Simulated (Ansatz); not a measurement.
The cluster LiB7⁻, relaxed as a doublet with UKS B3LYP-D4/def2-SVPD in Ansatz, starting from the GFN2-xTB geometry. Force threshold 0.02 eV/Å.

The charge -1 doublet is spin-contaminated (final ⟨S²⟩ up to 0.99, 0.75 for a pure state). Another isomer (doublet) lies 1.61 eV lower at PBE0-D4/def2-TZVPD; other spin states weren't run for this one.

Start:

Cartesian coordinates in Å:
```
Li -2.290 0.555 -0.490
B -0.498 1.657 -0.607
B 0.974 -1.265 1.343
B -0.004 0.452 -1.434
B 1.156 -1.735 -0.079
B 0.292 0.046 1.666
B -0.295 1.207 0.853
B 0.664 -0.917 -1.252
```

```json
{"step": "1", "energy (eV)": "-4928.3211", "largest force component (eV/Å)": "1.225", "SCF passes": "162"}
{"step": "2", "energy (eV)": "-4928.7955", "largest force component (eV/Å)": "2.082", "SCF passes": "117"}
{"step": "3", "energy (eV)": "-4929.2348", "largest force component (eV/Å)": "1.620", "SCF passes": "35"}
{"step": "4", "energy (eV)": "-4929.5105", "largest force component (eV/Å)": "1.380", "SCF passes": "35"}
{"step": "5", "energy (eV)": "-4929.7555", "largest force component (eV/Å)": "1.147", "SCF passes": "35"}
{"step": "6", "energy (eV)": "-4929.9257", "largest force component (eV/Å)": "1.168", "SCF passes": "33"}
{"step": "7", "energy (eV)": "-4930.1035", "largest force component (eV/Å)": "0.859", "SCF passes": "27"}
{"step": "8", "energy (eV)": "-4930.1352", "largest force component (eV/Å)": "0.975", "SCF passes": "29"}
{"step": "9", "energy (eV)": "-4930.1585", "largest force component (eV/Å)": "0.669", "SCF passes": "30"}
{"step": "10", "energy (eV)": "-4930.1633", "largest force component (eV/Å)": "0.796", "SCF passes": "34"}
{"step": "11", "energy (eV)": "-4930.1857", "largest force component (eV/Å)": "0.423", "SCF passes": "30"}
{"step": "13", "energy (eV)": "-4930.1876", "largest force component (eV/Å)": "0.152", "SCF passes": "30"}
{"step": "15", "energy (eV)": "-4930.1882", "largest force component (eV/Å)": "0.032", "SCF passes": "31"}
{"step": "17", "energy (eV)": "-4930.1883", "largest force component (eV/Å)": "0.014", "SCF passes": "24"}
{"step": "19", "energy (eV)": "-4930.1889", "largest force component (eV/Å)": "0.162", "SCF passes": "31"}
{"step": "21 (rejected)", "energy (eV)": "-4930.1843", "largest force component (eV/Å)": "0.775", "SCF passes": "55"}
{"step": "23", "energy (eV)": "-4930.2545", "largest force component (eV/Å)": "0.692", "SCF passes": "44"}
{"step": "25 (rejected)", "energy (eV)": "-4930.2460", "largest force component (eV/Å)": "1.088", "SCF passes": "39"}
{"step": "27", "energy (eV)": "-4930.3580", "largest force component (eV/Å)": "0.314", "SCF passes": "34"}
{"step": "29", "energy (eV)": "-4930.4669", "largest force component (eV/Å)": "0.767", "SCF passes": "31"}
{"step": "31 (rejected)", "energy (eV)": "-4930.5224", "largest force component (eV/Å)": "0.603", "SCF passes": "44"}
{"step": "33", "energy (eV)": "-4930.5765", "largest force component (eV/Å)": "0.026", "SCF passes": "31"}
{"step": "35", "energy (eV)": "-4930.5767", "largest force component (eV/Å)": "0.008", "SCF passes": "25"}
```

Force components are those of the run's own axes.

End:

```xyz
8

Li   -1.408   -0.464   -0.066
B    -0.601    2.115   -0.726
B     0.501   -1.593    1.602
B    -0.041    0.890   -1.446
B     0.686   -1.550    0.087
B     0.356   -0.094    1.272
B    -0.046    1.252    0.423
B     0.554   -0.554   -1.146
```

Bonds lost: Li1–B2 (atoms count from 1). Bonds formed: Li1–B5, Li1–B6, Li1–B8, B4–B7, B5–B6 (atoms count from 1).

The force fell under the threshold at step 17, but the optimiser went on and released 0.388 eV more. No frequencies were taken in this run, so the end may be a saddle point.

It took 2.4 min on 4 threads of Arm Neoverse V1 on a shared host, peak host memory 0.61 GiB.
